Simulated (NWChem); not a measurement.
Ionisation of HSi (+1)

```xyz
2

Si     0.0000     0.0000     0.1028
H      0.0000     0.0000    -1.4391
```
Charge +1, spin multiplicity 1.

All runs are NWChem calculations. The geometry was optimised at PBE/def2-SVP, a minimum by its harmonic frequencies.

Basis set: def2-TZVP. The species with one electron less has spin multiplicity 2 and keeps the geometry of the parent. Δ marks differences of total energies (open shells unrestricted). −ε marks an orbital energy of the parent. That orbital need not have the symmetry of the hole or added electron in the Δ rows.

The correlated methods keep 5 core orbitals frozen. B3LYP has NWChem's definition, with VWN1-RPA local correlation. The structure started from a generated list of species. The stability of the SCF solutions was not checked.

Problem. For the first vertical ionisation energy, G0W0@PBE0 gives 18.34 eV and ΔB2PLYP gives 18.32 eV. What do ΔB3LYP, G0W0@B3LYP, −ε(HOMO) of B3LYP give?

Solution. ΔB3LYP: 18.46 eV; G0W0@B3LYP: 18.30 eV; −ε(HOMO) of B3LYP: 15.22 eV.
